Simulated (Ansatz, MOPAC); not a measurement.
Molecule: GaF2 (charge +1, singlet). SMILES: [F][Ga+][F]

Atoms: Ga1, F2, F3. Bonds: Ga1-F2, Ga1-F3.

Bond lengths (Å) and angles (degrees) optimised at MNDO with MOPAC; HF/STO-3G with Ansatz (an electronic-structure program); MP2/6-31G* with LANL2DZ past Ar with Ansatz, each started from the B3LYP-D3(BJ)/def2-TZVP structure (Ansatz) of the last column. A row stands for all coordinates that are equal there. 6-31G* holds six Cartesian d functions. No wavenumbers were computed at MNDO, HF/STO-3G, MP2/6-31G* with LANL2DZ past Ar, so these may be saddle points.

```json
[
 {"coordinate": "Ga1-F2", "MNDO": "1.757", "HF/STO-3G": "1.501", "MP2/6-31G* with LANL2DZ past Ar": "1.614", "B3LYP-D3(BJ)/def2-TZVP": "1.670"},
 {"coordinate": "F2-Ga1-F3", "MNDO": "180.0", "HF/STO-3G": "180.0", "MP2/6-31G* with LANL2DZ past Ar": "180.0", "B3LYP-D3(BJ)/def2-TZVP": "180.0"}
]
```

Mean signed difference of all 2 bond lengths from B3LYP-D3(BJ)/def2-TZVP: MNDO 0.087 Å, HF/STO-3G -0.169 Å, MP2/6-31G* with LANL2DZ past Ar -0.057 Å.
